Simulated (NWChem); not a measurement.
Species: BiCl$_{3}$; SMILES [Cl][Bi]([Cl])[Cl]

All runs: NWChem. The geometry was optimised at PBE0/def2-SVP. def2 effective core potentials on Bi; no spin-orbit coupling. Ions are spin-unrestricted doublets at the neutral geometry; other ion states weren't tried.

```
level                                 −ε(HOMO) (eV)
------------------------------------  -------------
B3LYP/def2-SVP                                 8.26
PBE/def2-SVP                                   7.33
CAM-B3LYP/def2-SVP                             9.71
BHandHLYP/def2-SVP                             9.58
LDA (Slater exchange, VWN5)/def2-SVP           7.45
```
